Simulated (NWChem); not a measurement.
Species: CClF, singlet; SMILES F[C]Cl

```xyz
3

F     -0.2802     1.4574     0.0000
C      0.6694     0.5905     0.0000
Cl    -0.0879    -0.9800     0.0000
```
Atoms are numbered in this order, from 1.

Low-valent species are run as closed-shell singlets; no triplet was tried in these runs. Geometry: optimised at PBE0/def2-SVP.

Symmetry labels are those of Cs in the frame above (b1 and b2, or b-type labels, depend on it). States above −ε(HOMO) = 8.0 eV lie in this functional's continuum and hang on the basis.

**Question.** List the 6 lowest vertical singlet excitations from B3LYP/def2-SVPD, TDA (NWChem).

**Answer.** 
```json
[
 {"state": "S1", "energy (eV)": "3.56", "oscillator strength": "0.014", "symmetry": "a\"", "leading excitation (squared amplitude)": "HOMO → LUMO (0.98)"},
 {"state": "S2", "energy (eV)": "5.17", "oscillator strength": "0.000", "symmetry": "a\"", "leading excitation (squared amplitude)": "HOMO−1 → LUMO (1.00)"},
 {"state": "S3", "energy (eV)": "6.26", "oscillator strength": "0.002", "symmetry": "a'", "leading excitation (squared amplitude)": "HOMO−2 → LUMO (0.64)"},
 {"state": "S4", "energy (eV)": "7.59", "oscillator strength": "0.308", "symmetry": "a'", "leading excitation (squared amplitude)": "HOMO → LUMO+1 (0.54)"},
 {"state": "S5", "energy (eV)": "8.07", "oscillator strength": "0.053", "symmetry": "a'", "leading excitation (squared amplitude)": "HOMO → LUMO+2 (0.91)"},
 {"state": "S6", "energy (eV)": "8.67", "oscillator strength": "0.023", "symmetry": "a'", "leading excitation (squared amplitude)": "HOMO → LUMO+3 (0.91)"}
]
```
